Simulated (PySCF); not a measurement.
Compound: C₃H₉As.
Z-matrix (Å and degrees, PBE0-D3(BJ)/def2-SVP geometry), rows numbered from 1:
```
C 
As  1  1.9655
C   2  1.9660  1   96.98
C   2  1.9661  1   97.01  3   -98.01
H   1  1.1009  2  111.62  3    49.08
H   1  1.1000  2  109.41  3   -71.80
H   1  1.1000  2  109.45  3   169.97
H   3  1.1009  2  111.55  1   -49.13
H   3  1.1000  2  109.44  1  -169.97
H   3  1.1000  2  109.47  1    71.72
H   4  1.1009  2  111.57  1    48.80
H   4  1.1000  2  109.40  1   169.64
H   4  1.0999  2  109.39  1   -72.06
```

Method used: PySCF, PBE0-D3(BJ)/def2-SVP geometry optimisation, gas phase.

Take the most abundant isotopes and a rigid rotor. 

Problem. Give the principal moments of inertia and the rotational constants in MHz.

Solution. Ia = 107.16, Ib = 107.24, Ic = 147.54 u·Å²; 505379 MHz·u·Å²/I gives A = 4716, B = 4712, C = 3425 MHz.

Problem. What kind of rotor is it?

Solution. An oblate symmetric top, as the point group C3v requires two equal moments; the computed ones differ by 0.08 % because the geometry is symmetric only within the optimiser's tolerance: κ = (2 × 4712 − 4716 − 3425)/(4716 − 3425) = 0.99.

Problem. Is it planar, by Δ = Ic − Ia − Ib?

Solution. Not planar: Δ = Ic − Ia − Ib = -66.86 u·Å². For a rigid frame Δ = −2 Σ m c², so Σ m c² = 33.43 u·Å² lies off the ab plane: 9.29 from hydrogen and 24.14 from heavier atoms. The atom farthest from that plane is 1.69 Å away.

Problem. Give the other two planar moments, Paa and Pbb, and the rms extents of the mass along the axes.

Solution. Paa = Σ m a² = (Ib + Ic − Ia)/2 = 73.81 and Pbb = Σ m b² = (Ia + Ic − Ib)/2 = 73.73 u·Å². With the mass M = 119.99 u, the rms extents √(P/M) along a, b and c are 0.78, 0.78, 0.53 Å.

Problem. Where do the R-branch lines fall?

Solution. The dipole of 1.03 D lies along the symmetry axis, so ΔK = 0 and J+1 ← J falls at 2B(J+1) for every K: 9.43 GHz, 18.86 GHz, 28.29 GHz, 37.72 GHz, 47.14 GHz for J = 0 to 4.

Problem. Estimate the classical rotational partition function at 50 K, 100 K and 298.15 K.

Solution. Point group C3v, symmetry number σ = 3; q = (√π/σ)·√((kT/h)³/(ABC)), k/h = 20836.6 MHz/K: 2280 at 50 K, 6440 at 100 K, 33200 at 298.15 K.

PBE0-D3(BJ)/def2-SVP frequencies: not computed here. These are rigid-rotor constants of the computed structure; measured ground-state constants (B0) also hold zero-point vibration.
